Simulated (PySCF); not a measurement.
Geometry:
| atom | x (Å) | y (Å) | z (Å) |
| --- | --- | --- | --- |
| Al1 | 0.812 | 1.379 | -0.658 |
| Cl2 | 2.905 | 1.444 | -0.563 |
| Cl3 | -0.190 | 3.222 | -0.655 |
| C4 | -0.128 | -0.303 | -0.736 |
| Si5 | -0.593 | -1.014 | 0.944 |
| H6 | -1.051 | -0.171 | -1.327 |
| H7 | 0.514 | -1.035 | -1.256 |
| H8 | 0.640 | -1.215 | 1.767 |
| H9 | -1.486 | -0.061 | 1.674 |
| H10 | -1.299 | -2.325 | 0.815 |

Geometry: PBE0-D3(BJ)/def2-SVP; GIAO shifts from PySCF, gas phase, non-relativistic, averaged over equivalent atoms.

At B3LYP/pcSseg-1 (pcSseg-2 on Al) (157 basis functions, 35 s wall time on 1 thread of an Intel Xeon, shared host):
| atoms | δ (ppm) |
| --- | --- |
| Al1 | 215.8 |
| Cl2/Cl3 | 49.5 |
| C4 | -10.4 |
| Si5 | -73.2 |
| H8/H9/H10 | 4.05 |
| H6/H7 | -0.25 |

δ = σ(ref) − σ, references computed at the same level: $^{27}$Al (σ = 571.15 ppm) against [Al(H2O)6]3+; HCl for $^{35}$Cl (σ = 930.46 ppm); $^{13}$C (σ = 179.24 ppm) and $^{29}$Si (σ = 337.86 ppm) and $^{1}$H (σ = 31.38 ppm) vs TMS.

Problem. What do these become at PBE0/pcSseg-1 (pcSseg-2 on Al)?

Solution. 
| atoms | δ at PBE0/pcSseg-1 (pcSseg-2 on Al) | change |
| --- | --- | --- |
| Al1 | 209.6 | -6.2 |
| Cl2/Cl3 | 49.9 | +0.4 |
| C4 | -11.2 | -0.8 |
| Si5 | -71.9 | +1.3 |
| H8/H9/H10 | 4.14 | +0.09 |
| H6/H7 | -0.20 | +0.05 |

Chemical shifts δ = σref − σ; $^{27}$Al (σref 576.18) against [Al(H2O)6]3+; $^{35}$Cl (σref 943.27) against HCl; $^{13}$C (σref 184.41) and $^{29}$Si (σref 351.99) and $^{1}$H (σref 31.27) vs TMS, all at this level.

The largest change is at Al1 (aluminium bonded to C, 2 Cl). Cost: 157 basis functions, 60 s wall time on 1 thread of an Intel Xeon, shared host.
